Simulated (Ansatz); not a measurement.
Born–Oppenheimer molecular dynamics of CH₃ClF₂Si (8 atoms, charge 0, multiplicity 1). It starts from a relaxed structure.

Theory: Ansatz 0.2.0, RHF/def2-SVP.

| Quantity | Value |
| --- | --- |
| ensemble | NVE (velocity Verlet) |
| time step | 2.5 fs |
| steps asked | 40 |
| starting velocities drawn for | 300 K |
| seed | 964451 |

First frame:

```xyz
8
Properties=species:S:1:pos:R:3
F -1.424 1.488 -0.123
Si -0.066 0.841 0.441
C 0.068 -0.906 -0.310
F 1.146 -1.521 0.227
Cl 0.267 -0.810 -2.080
H -0.177 0.727 1.904
H 1.082 1.654 0.022
H -0.803 -1.530 -0.135
```

**Question.** How far do the bonds stretch over the last three quarters of this one trajectory? (Pairs bonded in most of those frames.)

**Answer.** 
| bond | mean (Å) | spread (Å) | shortest | longest |
| --- | --- | --- | --- | --- |
| F1–Si2 | 1.608 | 0.004 | 1.60 | 1.61 |
| Si2–C3 | 1.913 | 0.025 | 1.88 | 1.96 |
| Si2–H6 | 1.474 | 0.013 | 1.45 | 1.49 |
| Si2–H7 | 1.471 | 0.011 | 1.45 | 1.49 |
| C3–F4 | 1.353 | 0.012 | 1.33 | 1.37 |
| C3–Cl5 | 1.788 | 0.020 | 1.76 | 1.83 |
| C3–H8 | 1.088 | 0.005 | 1.08 | 1.10 |

Mean temperature of the second half: 144 K. The conserved energy stayed within 1.7 meV per atom of its start (net change 1 meV per atom), so the integration is sound. The temperature averaged 0.48 of the 300 K drawn at the start: a run that starts near a minimum puts about half its kinetic energy into the potential. A step of 2.5 fs is long for free X–H stretches (periods near 10 fs) and can bias their spread and the temperature. A run of 0.1 ps of so small a system gives no equilibrium averages.

The run took 55 s on 1 thread of Arm Neoverse V2, with other jobs on the host, peak memory 0.17 GiB.
